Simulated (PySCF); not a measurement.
Two probes of the same atoms: core binding energy and nuclear shielding

C6H11S (charge -1).
Structure used (PBE0-D3(BJ)/def2-SVP), in Å, numbered top down from 1:
```
atom  x, y, z in Å
S1     2.578    0.333    1.275
C2     1.991    0.565   -0.427
C3     0.480    0.333   -0.625
C4    -0.398    1.234    0.242
C5    -1.768    0.558    0.259
C6    -1.470   -0.957    0.159
C7     0.023   -1.066   -0.199
H8     2.518   -0.114   -1.131
H9     2.212    1.589   -0.794
H10    0.226    0.500   -1.695
H11    0.081    1.228    1.240
H12   -0.432    2.277   -0.116
H13   -2.361    0.812    1.155
H14   -2.366    0.882   -0.612
H15   -2.116   -1.432   -0.600
H16   -1.689   -1.469    1.111
H17    0.229   -1.832   -0.965
H18    0.637   -1.294    0.693
```

Binding energies: PySCF 2.14.0, delta-SCF UKS SCAN, pcX-2 on the ionised atom, pcseg-1 elsewhere, spin-free X2C. Shieldings: GIAO B3LYP/pcSseg-1, non-relativistic, same geometry.

| atom | isotropic shielding (ppm) |
| --- | --- |
| C2 | 136.5 |
| C3 | 128.6 |
| C4 | 147.0 |
| C5 | 148.5 |

Task: What are the C 1s binding energies of these atoms?

Result: 
```csv
atom,environment,C 1s (eV),isotropic shielding (ppm)
C2,sp3 carbon bound to sulfur,285.62,136.5
C3,sp3 CH carbon,285.82,128.6
C4,ring CH2 carbon,285.88,147.0
C5,ring CH2 carbon,286.71,148.5
```

Task: Among the listed atoms, is the one with the highest binding energy also the least shielded?

Result: No. The highest binding energy is at C5 (286.71 eV, shielding 148.5 ppm), the lowest shielding at C3 (128.6 ppm, 285.82 eV).

By binding energy: C2 < C3 < C4 < C5. By shielding: C3 < C2 < C4 < C5.

Of atoms equivalent by bonding only the ionised one is listed; its partners' own values can differ in this conformer. The species carries charge -1, so core ionisation leaves a neutral species. The basis sets have no added diffuse functions. Isolated species at its PBE0-D3(BJ)/def2-SVP geometry (one conformer only).
